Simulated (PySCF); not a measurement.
CH5BNO, C2H7NSi, CH6AlBN (calculated)

All values are calculated (PySCF 2.14.0). Calculation on a computer-drawn molecule: the log of a Hartree-Fock and frozen-core CCSD(T) single point meant for a local Hartree-Fock minimum, with one planted fault or none, to be diagnosed. Offsets are logged minus clean, where the clean run is the same molecule without the fault. The reference is restricted for singlets and unrestricted otherwise, and also for a bond in bohr or an excited solution. Adding or removing an electron swaps singlet and doublet. The excited solution moves the top pair (singlet) or top alpha electron (doublet) to the lowest empty orbital. Highest occupied and lowest empty are orbital energies over both spins, largest force is the largest gradient component, triples share is (T) over the correlation energy, the T1 limit is 0.02 restricted and 0.045 unrestricted, electrons count all cores, a negative frequency is imaginary (commonest isotopes), and the dipole is about the centre of nuclear charge.

Common to all runs: meant multiplicity 1; logged SCF converged yes; logged SCF stable within its kind yes; possible faults no fault, one electron removed, one electron added, multiplicity raised by two, geometry at a saddle point, SCF held on an excited solution, minimal basis STO-3G, one bond length entered in bohr, all coordinates scaled.

(1) CH5BNO

Logged structure:
```xyz
9
CH5BNO
C     -0.9268     0.2124     0.1096
N     -1.2321    -1.1519     0.4451
B     -0.7744    -1.7813     1.7106
O     -0.2617    -1.1628     2.7094
H     -0.0175     0.3268    -0.5031
H     -0.7611     0.7610     1.0344
H     -1.7458     0.7002    -0.4383
H     -1.4065    -1.7458    -0.3370
H     -0.9863    -3.0232     1.6548
```

- meant charge: -1
- meant basis: aug-cc-pVDZ
- logged electrons: 32
- logged basis functions: 137
- logged spin squared: 0
- logged highest occupied: -3.9992 eV
- logged lowest empty: 3.6687 eV
- logged largest force: 1.105e-05 hartree/bohr
- logged lowest frequency: 89.514 cm⁻¹
- logged T1 diagnostic: 0.017197
- logged D1 diagnostic: 0.05051
- logged triples share: 0.033866
- logged CC converged: yes
- logged dipole magnitude: 6.1768 debye
- logged energy HF: -194.86236 hartree
- logged energy CCSD(T): -195.5526 hartree
- planted fault: no fault
- HF energy offset from clean run: 0 kcal/mol
- CCSD(T) energy offset from clean run: 0 kcal/mol

Drawn bonds:
```csv
atom,other atom,order
1,2,1
2,3,1
3,4,1
1,5,1
1,6,1
1,7,1
2,8,1
3,9,1
```

(2) C2H7NSi

Logged structure:
```xyz
11
C2H7NSi
C      1.6913    -0.0215     1.2360
N      0.4727     0.4700     0.6234
C     -0.6989    -0.1087     0.6396
Si    -2.3780     0.6417     0.2717
H      2.5018    -0.0320     0.5073
H      1.9816     0.6085     2.0784
H      1.5275    -1.0349     1.5948
H      0.5253     1.3721     0.1889
H     -0.6789    -1.0887     1.1176
H     -2.9837    -0.5384    -0.4312
H     -2.0038     1.5798    -0.8485
```

- meant charge: 0
- meant basis: cc-pV(D+d)Z
- logged electrons: 40
- logged basis functions: 100
- logged spin squared: 2.0143
- logged highest occupied: -6.1153 eV
- logged lowest empty: 1.0009 eV
- logged largest force: 0.069661 hartree/bohr
- logged T1 diagnostic: 0.016053
- logged D1 diagnostic: 0.078541
- logged triples share: 0.02776
- logged CC converged: yes
- logged dipole magnitude: 2.1041 debye
- logged energy HF: -423.08526 hartree
- logged energy CCSD(T): -423.6752 hartree
- planted fault: multiplicity raised by two
- HF energy offset from clean run: 24.8 kcal/mol
- CCSD(T) energy offset from clean run: 46.46 kcal/mol

Drawn bonds:
```csv
atom,other atom,order
1,2,1
2,3,1
3,4,2
1,5,1
1,6,1
1,7,1
2,8,1
3,9,1
4,10,1
4,11,1
```

(3) C2H7NSi

Logged structure:
```xyz
11
C2H7NSi
C      1.6913    -0.0215     1.2360
N      0.4727     0.4700     0.6234
C     -0.6989    -0.1087     0.6396
Si    -2.3780     0.6417     0.2717
H      2.5018    -0.0320     0.5073
H      2.2399     1.1691     2.8279
H      1.5275    -1.0349     1.5948
H      0.5253     1.3721     0.1889
H     -0.6789    -1.0887     1.1176
H     -2.9837    -0.5384    -0.4312
H     -2.0038     1.5798    -0.8485
```

* meant charge: 0
* meant basis: cc-pV(D+d)Z
* logged electrons: 40
* logged basis functions: 100
* logged spin squared: 1.1721
* logged highest occupied: -7.3249 eV
* logged lowest empty: 1.5366 eV
* logged largest force: 0.060862 hartree/bohr
* logged T1 diagnostic: 0.058374
* logged D1 diagnostic: 0.20819
* logged triples share: 0.041007
* logged CC converged: yes
* logged dipole magnitude: 2.6824 debye
* logged energy HF: -423.00727 hartree
* logged energy CCSD(T): -423.62318 hartree
* planted fault: one bond length entered in bohr, row 5 of the drawn bonds
* HF energy offset from clean run: 73.75 kcal/mol
* CCSD(T) energy offset from clean run: 79.1 kcal/mol

Drawn bonds:
```csv
atom,other atom,order
1,2,1
2,3,1
3,4,2
1,5,1
1,6,1
1,7,1
2,8,1
3,9,1
4,10,1
4,11,1
```

Notes: T1 above single-reference limit.

(4) CH6AlBN

Logged structure:
```xyz
10
CH6AlBN
C     -1.7055     1.3770    -0.4609
N     -0.9041     1.7563     0.7295
B      0.3879     2.0276     0.7770
Al     2.5539     2.4851     0.8702
H     -2.1376     0.3943    -0.2947
H     -1.0621     1.3499    -1.3356
H     -2.4888     2.1155    -0.6065
H     -1.4253     1.8071     1.5940
H      3.0198     2.8477     2.3099
H      3.2429     2.3664    -0.5202
```

* meant charge: 1
* meant basis: cc-pV(D+d)Z
* logged electrons: 36
* logged basis functions: 95
* logged spin squared: 0
* logged highest occupied: -16.544 eV
* logged lowest empty: -4.0338 eV
* logged largest force: 3.348e-05 hartree/bohr
* logged lowest frequency: 100.88 cm⁻¹
* logged T1 diagnostic: 0.013639
* logged D1 diagnostic: 0.04481
* logged triples share: 0.027942
* logged CC converged: yes
* logged dipole magnitude: 1.5755 debye
* logged energy HF: -362.1807 hartree
* logged energy CCSD(T): -362.67494 hartree
* planted fault: no fault
* HF energy offset from clean run: 0 kcal/mol
* CCSD(T) energy offset from clean run: 0 kcal/mol

Drawn bonds:
```csv
atom,other atom,order
1,2,1
2,3,1
3,4,1
1,5,1
1,6,1
1,7,1
2,8,1
4,9,1
4,10,1
```

(5) CH6AlBN

Structure as in entry 4.

* meant charge: 1
* meant basis: cc-pV(D+d)Z
* logged electrons: 35
* logged basis functions: 95
* logged spin squared: 0.7604
* logged highest occupied: -20.542 eV
* logged lowest empty: -13.942 eV
* logged largest force: 0.12108 hartree/bohr
* logged CC converged: no
* logged dipole magnitude: 5.6977 debye
* logged energy HF: -361.6108 hartree
* planted fault: one electron removed
* HF energy offset from clean run: 357.6 kcal/mol

Drawn bonds:
```csv
atom,other atom,order
1,2,1
2,3,1
3,4,1
1,5,1
1,6,1
1,7,1
2,8,1
4,9,1
4,10,1
```

Notes: CCSD not converged.
